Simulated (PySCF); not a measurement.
Compound: [AlCl3(PMe3)], C₃H₉AlCl₃P.
SMILES: `C[P+]([Al-]([Cl])([Cl])[Cl])(C)C`

Torsions of this conformer, `[CH3:1][P+:2]([CH3:3])([CH3:4])[Al-:5]([Cl:6])([Cl:7])[Cl:8]`: C1–P2–Al5–Cl6 -61°.

The closed-shell ground state was solved at several levels (PySCF, density fitting, gas phase, non-relativistic). Geometry: PBE0-D3(BJ)/def2-SVP; no solvent, vibrations or thermal averaging.

```csv
level,basis functions,HOMO (eV),LUMO (eV),gap (eV),dipole (D)
B3LYP/pcSseg-1,216,-7.98,0.03,8.01,7.59
BHandHLYP/pcSseg-1,216,-9.36,1.00,10.36,7.77
B97-D/pcSseg-1,216,-6.96,-0.50,6.46,7.55
BLYP/pcSseg-1,216,-6.79,-0.45,6.34,7.41
mPW1PW91/pcSseg-1,216,-8.26,0.19,8.45,7.72
```

(1) What might PBE/pcSseg-1 (216 basis functions) give for the same quantities?

(2) Over all these levels, which gives the widest orbital gap and which the narrowest?

(3) In the pcSseg-1 basis, how does the gap go with the fixed share of exact exchange?

(4) How far do the dipole and the HOMO energy spread over the levels?

Answers

(1) HOMO -6.95 eV, LUMO -0.65 eV, gap 6.30 eV, dipole 7.50 D.

(2) BHandHLYP/pcSseg-1 (global hybrid, 50 % exact exchange) has the widest, 10.36 eV, and PBE/pcSseg-1 (GGA) the narrowest, 6.30 eV. From the narrowest to the widest the HOMO moves by -2.41 eV and the LUMO by +1.65 eV.

(3) PBE (0 %) 6.30 eV; BLYP (0 %) 6.34 eV; B97-D (0 %) 6.46 eV; B3LYP (20 %) 8.01 eV; mPW1PW91 (25 %) 8.45 eV; BHandHLYP (50 %) 10.36 eV. Each rise in the share widens the gap here.

(4) The dipole runs from 7.41 to 7.77 D (mean 7.59 D) and the HOMO from -9.36 to -6.79 eV.
